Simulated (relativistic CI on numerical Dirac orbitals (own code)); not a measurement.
## One change at a time: Tb XXXVII

Base calculation: Dirac-Coulomb-Breit CI, orbitals from a KLI potential per configuration, QED by a radiative potential, unscaled Slater integrals.

CI space (outside the closed core [Ar]): 3d¹⁰4s, 3d¹⁰4p, 3d¹⁰4d, 3d¹⁰4f, 3d¹⁰5s, 3d¹⁰5p, 3d¹⁰5d, 3d¹⁰5f, 3d¹⁰5g, 3d⁹4p², 3d¹⁰6s, 3d¹⁰6p, 3d¹⁰6d, 3d⁸4s4p², 3d⁹4s², 3d⁹4p4d. Levels of other configurations are missing.

The lowest level and the first level of each name with at least 55 % of one term (blank where a level has no safe partner in the second run):

```csv
Level,Base (eV),Shift (eV)
3d¹⁰4s ²S1/2,0.000,0.000
3d¹⁰4p ²P°1/2,76.588,-0.590
3d¹⁰4p ²P°3/2,127.269,-0.002
3d¹⁰4d ²D3/2,248.516,+0.331
3d¹⁰4d ²D5/2,259.136,+0.615
3d¹⁰4f ²F°5/2,389.151,+0.814
3d¹⁰4f ²F°7/2,391.393,+0.991
3d¹⁰5s ²S1/2,652.649,+0.583
3d¹⁰5p ²P°1/2,689.336,+0.294
3d¹⁰5p ²P°3/2,712.823,+0.562
3d¹⁰5d ²D3/2,770.030,+0.713
3d¹⁰5d ²D5/2,775.112,+0.857
3d¹⁰5f ²F°5/2,832.363,+0.948
3d¹⁰5f ²F°7/2,833.723,+1.026
```

At this charge energies of transitions that change n are usually good to better than 1 %, and those within a shell (Δn = 0) to a few per cent.

Problem. One thing was changed in a second run, which moved the levels as shown. Which?
A. Breit term removed
B. configuration mixing switched off
C. QED terms removed
D. valence Slater integrals scaled by 0.9

Solution. A. Breit term removed. The Breit term mainly narrows fine-structure intervals, so removing it widens them.

LS names give the leading component of a level, which can be under half, so a name can repeat, a term be missing and a line seem to break the LS rules.
